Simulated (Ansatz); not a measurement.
Ansatz (a first-principles code) input (B3LYP/cc-pVDZ):

Ansatz 0.2 input:
```yaml
crystal:
  periodic: [false, false, false]
  atoms:
    - {symbol: B, position_ang: [-0.00000000, -0.00000000, -0.58802649]}
    - {symbol: N, position_ang: [0.00000000, 0.00000000, 0.67320422]}
    - {symbol: H, position_ang: [-0.00000000, -0.00000000, -1.77229711]}
basis:
  gaussian:
    orbitals: cc-pVDZ
hamiltonian:
  xc: {name: B3LYP}
total_charge: -1
output: {forces: true}
```

From the last part of the output:

```
WARN ansatz: RAYON_NUM_THREADS=1 ignored (pool sized by the plan → 1); use --threads N
Functional definition: B3LYP
integrals: 0.00 GiB planned
311 factors; integrals over basis functions are off by at most 1.3e-3 eV
mean field: 0.06 GiB planned
mean field evaluation 1: about -2181.9092 eV, gradient 7.6e0 eV
mean field evaluation 2: about -2181.7332 eV, gradient 1.3e1 eV
mean field evaluation 4: about -2182.1159 eV, gradient 7.2e-1 eV
mean field evaluation 8: about -2182.1166 eV, gradient 3.1e-3 eV
mean field -2182.11664004 eV, -80.1913074298 hartree, gradient 1.3e-5 eV, S^2 0.000000; 0 other end points of the search recorded, 0 dependent functions left out
the calculation of the forces begins
reference -2182.11681658 eV, -80.1913139176 hartree; 7, 7 occupied and 26, 26 virtual orbitals, 311 factors
Total energy: -2182.11681658 eV, -80.1913139176 hartree
Atom 0 at    -0.000000    -0.000000    -0.588026 Å, force     0.000000     0.000000    -0.089390 eV/Å
Atom 1 at     0.000000     0.000000     0.673204 Å, force    -0.000000    -0.000000     0.415619 eV/Å
Atom 2 at    -0.000000    -0.000000    -1.772297 Å, force    -0.000000    -0.000000    -0.326229 eV/Å
Dipole moment:    -0.000000     0.000000    -0.268883 e Å
```

The dipole moment of an ion depends on the origin.
